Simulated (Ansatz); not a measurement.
C₂H₈Cl₂O₄W, SMILES `C[O][W]([OH])([OH])([Cl])([Cl])[O]C`. The species carries charge 0 and has multiplicity 1. W: def2 effective core potential. All single points use the PBE0-D4/def2-TZVP geometry. It is one conformer, not always the lowest.

```xyz
17

C    -1.045    0.718    2.537
O    -0.325    0.068    1.526
W    -0.357   -0.025   -0.309
O    -0.201   -1.890   -0.623
O    -0.794    1.821   -0.237
Cl   -0.610    0.306   -2.653
Cl   -2.680   -0.536   -0.193
O     1.466    0.012   -0.539
C     2.416   -0.622   -1.351
H    -1.160    1.772    2.272
H    -0.500    0.617    3.477
H    -2.032    0.255    2.621
H    -0.968   -2.423   -0.848
H    -1.166    2.274   -0.998
H     2.322   -0.236   -2.370
H     2.223   -1.698   -1.353
H     3.411   -0.412   -0.958
```

(1) What is the dipole moment at r2SCAN/def2-TZVPP? (Estimate.)

(2) And with PBE, B3LYP, ωB97M-V? (Best estimate.)

(3) Give the Mulliken charges with r2SCAN, ωB97M-V, PBE in def2-TZVPP. (Estimate.)

Answers

(1) Ansatz gave: 3.10 D, with components (2.34, 0.16, 2.03) D in this frame, pointing from negative to positive charge.

(2) Computed: PBE 3.01 D, B3LYP 2.96 D, ωB97M-V 2.98 D.

(3) Computed: 
```
atom  r2SCAN  ωB97M-V    PBE
  C1    0.01    -0.16  -0.11
  O2   -0.29    -0.28  -0.21
  W3    1.08     0.96   0.80
  O4   -0.37    -0.34  -0.30
  O5   -0.37    -0.34  -0.30
 Cl6   -0.35    -0.30  -0.32
 Cl7   -0.35    -0.30  -0.32
  O8   -0.29    -0.28  -0.21
  C9    0.01    -0.16  -0.11
 H10    0.09     0.14   0.11
 H11    0.08     0.13   0.12
 H12    0.09     0.13   0.11
 H13    0.21     0.19   0.20
 H14    0.21     0.19   0.20
 H15    0.09     0.13   0.11
 H16    0.09     0.14   0.11
 H17    0.08     0.13   0.12
```

B3LYP here is the variant with VWN-RPA as its local correlation; programs differ in this.
